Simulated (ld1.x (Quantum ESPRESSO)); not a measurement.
**Logarithmic derivatives: dysprosium (Dy), TM semilocal**

| Property | Result |
| --- | --- |
| Element | Dy |
| Generator | ld1.x (Quantum ESPRESSO) 7.5 |
| Type | norm-conserving Troullier–Martins (semilocal form) |
| Functional | PBE |
| Relativity | scalar-relativistic |
| Frozen core | [Kr] 4d10 |
| Valence charge | 20 |
| Reference configuration | 4f10 5s2 5p6 5d0 6s2 6p0 |
| Partial waves | 5s (bound): rc 2.00 bohr; 5d (bound, empty): rc 2.75 bohr; 4f (bound): rc 1.20 bohr; 5p (bound): rc 1.85 bohr |
| Local potential | the p channel |
| Core correction | none |

Occupied shells without a wave of their own: 6s. They enter only through the test configuration that unscreens the potential.

The phase is arctan(r·u′/u) with u = r·R(r), unwrapped; energies in Ry, scanned from -6 to 5 Ry. A pole is an energy at which the radial function vanishes at the test radius. The pseudo phase is shifted by a multiple of π to meet the all-electron one at the reference energy, and phase errors are pseudo minus all-electron; the curves can meet again beyond the range given. Levels narrower than the energy grid can be missing from the lists of poles.

Q: For each channel, where are the poles, and over which energies does the pseudopotential scatter like the atom?

A:

| channel | radius (bohr) | reference energy (Ry) | poles, all-electron | poles, pseudo | unbroken range about the reference energy with phases within 0.05 rad | phase error 1 Ry above the reference energy (rad) |
| --- | --- | --- | --- | --- | --- | --- |
| s | 3.02 | -3.60 | -3.56, 2.14 | -3.56, 1.33 | below -0.9 | -0.002 |
| p | 3.02 | -1.86 | -1.75, 3.43 | -1.75, 3.20 | below 0.5 | -0.002 |
| d | 3.02 | -0.09 | 0.65 | 0.65 | the whole range | +0.000 |
| f | 3.02 | -0.23 | -0.20, 3.36 | -0.20, 3.46 | below 1.5 | +0.004 |

A Bessel basis up to 400 Ry misses an occupied level by 0.04 Ry, so cutoffs and ghosts were not judged. The potential misses its own reference levels by up to 0.6 eV.

Phases in the f channel:

```
E (Ry)  all-electron  pseudo
 -6.00         1.443   1.443
 -5.48         1.437   1.437
 -4.96         1.431   1.431
 -4.44         1.425   1.425
 -3.92         1.417   1.417
 -3.40         1.407   1.407
 -2.88         1.396   1.396
 -2.36         1.382   1.382
 -1.84         1.363   1.363
 -1.32         1.338   1.338
 -0.80         1.298   1.298
 -0.28         0.954   0.954
  0.24        -1.917  -1.916
  0.76        -2.091  -2.087
  1.28        -2.608  -2.583
  1.80        -3.931  -3.888
  2.32        -4.450  -4.431
  2.84        -4.620  -4.607
  3.36        -4.712  -4.698
  3.88        -4.783  -4.765
  4.40        -4.860  -4.832
  4.92        -4.984  -4.921
```
